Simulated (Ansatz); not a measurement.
`[SH][Al]([Cl])[Br]` + H₂O → `[OH][Al]([SH])[Cl]` + HBr at 600 K and 1 bar (formal hydrolysis of the Al–Br bond).

Program: Ansatz. Geometries: PBE0-D4/def2-TZVP. ΔE: electronic, gas phase. CCSD(T)/CBS is the MP2 limit (def2-TZVPP, def2-QZVPP) plus CCSD(T) − MP2 in def2-TZVPP, frozen cores. This one scheme is used for every species. For Br outer-core shells are correlated without core-valence functions, which leaves a few kJ/mol of doubt a bond. Scalar relativity is left out up to krypton. Each species was taken in one conformer, which may not be the lowest.

| species | CCSD(T)/CBS energy (Eh) | H − E (kJ/mol) | S (J/(mol·K)) |
| --- | --- | --- | --- |
| `[SH][Al]([Cl])[Br]` | -3673.67780 | 79.2 | 413.5 |
| H₂O | -76.37941 | 76.8 | 212.8 |
| `[OH][Al]([SH])[Cl]` | -1176.12769 | 115.4 | 404.7 |
| HBr | -2573.91920 | 33.5 | 219.1 |

H − E and S are ideal-gas, rigid-rotor, harmonic terms from PBE0-D4/def2-TZVP, for one conformer and one mirror image of each species. 1 Eh = 2625.50 kJ/mol, R = 8.31446 J/(mol·K).

By hand: ΔE, ΔH, ΔS and ΔG.

ΔE = (-1176.12769) + (-2573.91920) − (-3673.67780) − (-76.37941) = 0.01032 Eh = 27.1 kJ/mol. Δ(H − E) = 115.4 + 33.5 − 79.2 − 76.8 = -7.1, so ΔH = 20.0 kJ/mol. ΔS = 404.7 + 219.1 − 413.5 − 212.8 = -2.5 J/(mol·K). ΔG = 20.0 − 600 × (-2.5)/1000 = 21.5 kJ/mol.

By hand: the equilibrium constant, and the temperature at which ΔG would vanish if ΔH and ΔS stayed fixed.

log₁₀ K = −ΔG/(RT ln 10) = -1.9. ΔH and −TΔS have one sign here, so there is no such temperature.

The number of gas molecules stays the same, so ΔS is small and ΔH decides. A doubt of 5 kJ/mol in ΔE shifts log₁₀ K by 0.4 here. Other conformers and mirror images would add mixing entropy, several J/(mol·K) or more a flexible species. These are equilibria of isolated gas molecules and say nothing of rates. Largest T1 diagnostic: 0.011 (customary marks: 0.02 for closed shells, 0.045 for open ones).

ΔS is within the doubt of such terms, so its sign, and with it that verdict, could turn.
